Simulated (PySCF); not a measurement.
C3H8Si. Atoms are numbered in the order given.

```xyz
12

C      1.3351    -0.1831     0.0000
C      0.3986     0.1530    -1.2047
Si    -1.0615    -0.0565     0.0000
C      0.3986     0.1530     1.2047
H      2.2971     0.3569     0.0000
H      1.5711    -1.2600     0.0000
H      0.5078     1.2057    -1.5138
H      0.5057    -0.4810    -2.0965
H     -1.6499    -1.4296     0.0000
H     -2.1781     0.9372     0.0000
H      0.5078     1.2057     1.5138
H      0.5057    -0.4810     2.0965
```
Charge 0, spin multiplicity 1.

The structure is a stationary point at B3LYP-D3(BJ)/def2-SVP.

Calculation: CAM-B3LYP/def2-TZVP (PySCF).

The molecule is in vacuum.

Computed frontier levels, gap, dipole moment and polarisability:
| Property | Result |
|---|---|
| highest occupied level | -9.19 eV |
| lowest empty level | 1.28 eV |
| orbital gap | 10.48 eV |
| dipole moment | 0.40 D |
| quadrupole, principal values (traceless, Buckingham form, about the centre of nuclear charge) | -1.50, 0.61, 0.89 D·Å |
| mean static polarisability | 60.6 bohr³ (8.99 Å³) |
| polarisability, principal values | 54.8, 58.6, 68.6 bohr³ |
